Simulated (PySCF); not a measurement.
**Shifts of the heteroatoms**

Geometry:
```json
{"atom": "C1", "x (Å)": "-2.533", "y (Å)": "1.041", "z (Å)": "-0.042"}
{"atom": "Si2", "x (Å)": "-1.617", "y (Å)": "-0.322", "z (Å)": "0.903"}
{"atom": "C3", "x (Å)": "0.103", "y (Å)": "-0.489", "z (Å)": "0.152"}
{"atom": "C4", "x (Å)": "0.819", "y (Å)": "-1.559", "z (Å)": "-0.331"}
{"atom": "C5", "x (Å)": "2.061", "y (Å)": "-1.065", "z (Å)": "-0.762"}
{"atom": "C6", "x (Å)": "2.027", "y (Å)": "0.290", "z (Å)": "-0.512"}
{"atom": "C7", "x (Å)": "3.007", "y (Å)": "1.261", "z (Å)": "-0.759"}
{"atom": "N8", "x (Å)": "3.827", "y (Å)": "2.033", "z (Å)": "-0.976"}
{"atom": "O9", "x (Å)": "0.842", "y (Å)": "0.629", "z (Å)": "0.040"}
{"atom": "H10", "x (Å)": "-2.649", "y (Å)": "0.787", "z (Å)": "-1.093"}
{"atom": "H11", "x (Å)": "-1.994", "y (Å)": "1.984", "z (Å)": "0.010"}
{"atom": "H12", "x (Å)": "-3.525", "y (Å)": "1.205", "z (Å)": "0.369"}
{"atom": "H13", "x (Å)": "-1.469", "y (Å)": "0.026", "z (Å)": "2.320"}
{"atom": "H14", "x (Å)": "-2.262", "y (Å)": "-1.629", "z (Å)": "0.749"}
{"atom": "H15", "x (Å)": "0.482", "y (Å)": "-2.574", "z (Å)": "-0.370"}
{"atom": "H16", "x (Å)": "2.874", "y (Å)": "-1.610", "z (Å)": "-1.198"}
```

Computed data (PySCF 2.14.0 with density-fitted response routines): coordinates at the GFN2-xTB level, NMR shieldings at PBE0/pcSseg-1/GIAO. No solvent, fast rotation and ring inversion assumed for equivalent nuclei, one conformer, relativity neglected.

(1) Where does 29Si resonate?

(2) Predict the 15N NMR data.

(3) Predict the 17O NMR data.

## Answers

(1) 
```json
{"atoms": "Si2", "environment": "silicon bonded to 2 C, 2 H", "σ (ppm)": "404.7", "δ (ppm)": "-52.7"}
```

Shieldings were converted by a linear fit to measured shifts: 29Si (scatter 8.9 ppm rms, 25.8 ppm with the 6 outliers that the fit left out vs TMS, solution or neat liquid). A few per cent of atoms miss by over 2 rms, more outside the fitted compound classes.

On a 500 MHz spectrometer 29Si resonates near 99.3 MHz, so 1 ppm is 99.3 Hz.

(2) 
```csv
atoms,environment,σ (ppm),δ (ppm)
N8,nitrile nitrogen,-64.3,-88.9
```

Shieldings were converted by a linear fit to measured shifts: 15N: δ = -148.07 − 0.921σ (rms 6.3 ppm, 71 shifts vs CH3NO2, solution or neat liquid). A few per cent of atoms miss by over 2 rms, more outside the fitted compound classes.

On a 600 MHz spectrometer 15N resonates near 60.8 MHz, so 1 ppm is 60.8 Hz.

(3) 
| atoms | environment | σ (ppm) | δ (ppm) |
| --- | --- | --- | --- |
| O9 | aromatic ring oxygen | 7.0 | 260.3 |

Shieldings were converted by a linear fit to measured shifts: 17O (scatter 10.7 ppm rms, 12.2 ppm with the 3 outliers that the fit left out vs liquid water, solution or neat liquid). A few per cent of atoms miss by over 2 rms, more outside the fitted compound classes.

On a 500 MHz spectrometer 17O resonates near 67.8 MHz, so 1 ppm is 67.8 Hz.
